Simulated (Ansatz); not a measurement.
`[Cl][Ga]([Cl])[SeH]` + `N=C=O` → `O=C=[N][Ga]([Cl])[Cl]` + H₂Se at 500 K and 1 bar (ligand exchange at a Ga–Se bond).

Computed with Ansatz on PBE0-D4/def2-TZVP structures; ΔE is electronic, products minus reactants. CCSD(T)/CBS adds triple-zeta CCSD(T) − MP2 to the extrapolated MP2 energy (def2 sets, frozen cores). This one scheme is used for every species. For Ga, Se outer-core shells are correlated without core-valence functions, which leaves a few kJ/mol of doubt a bond. Scalar relativity is left out up to krypton. Each species was taken in one conformer, which may not be the lowest.

```json
{"species": "`[Cl][Ga]([Cl])[SeH]`", "CCSD(T)/CBS energy (Eh)": "-5244.95427", "H − E (kJ/mol)": "67.2", "S (J/(mol·K))": "411.0"}
{"species": "`N=C=O`", "CCSD(T)/CBS energy (Eh)": "-168.51995", "H − E (kJ/mol)": "77.7", "S (J/(mol·K))": "264.2"}
{"species": "`O=C=[N][Ga]([Cl])[Cl]`", "CCSD(T)/CBS energy (Eh)": "-3011.56329", "H − E (kJ/mol)": "85.8", "S (J/(mol·K))": "439.2"}
{"species": "H₂Se", "CCSD(T)/CBS energy (Eh)": "-2401.89790", "H − E (kJ/mol)": "53.1", "S (J/(mol·K))": "237.8"}
```

H − E and S are ideal-gas, rigid-rotor, harmonic terms from PBE0-D4/def2-TZVP, for one conformer and one mirror image of each species. 1 Eh = 2625.50 kJ/mol, R = 8.31446 J/(mol·K).

**Question.** By hand: ΔE, ΔH, ΔS and ΔG.

**Answer.** ΔE = (-3011.56329) + (-2401.89790) − (-5244.95427) − (-168.51995) = 0.01303 Eh = 34.2 kJ/mol. Δ(H − E) = 85.8 + 53.1 − 67.2 − 77.7 = -6.0, so ΔH = 28.2 kJ/mol. ΔS = 439.2 + 237.8 − 411.0 − 264.2 = 1.8 J/(mol·K). ΔG = 28.2 − 500 × (1.8)/1000 = 27.3 kJ/mol.

**Question.** By hand: the equilibrium constant, and the temperature at which ΔG would vanish if ΔH and ΔS stayed fixed.

**Answer.** log₁₀ K = −ΔG/(RT ln 10) = -2.9. ΔG = 0 at ΔH/ΔS = 15667 K, far beyond where these terms or the molecules hold.

The number of gas molecules stays the same, so ΔS is small and ΔH decides. A doubt of 5 kJ/mol in ΔE shifts log₁₀ K by 0.5 here. Other conformers and mirror images would add mixing entropy, several J/(mol·K) or more a flexible species. Modes under 60 cm⁻¹, often nearly free rotors, make the harmonic entropy too high. These are equilibria of isolated gas molecules and say nothing of rates. Largest T1 diagnostic: 0.018 (customary marks: 0.02 for closed shells, 0.045 for open ones).
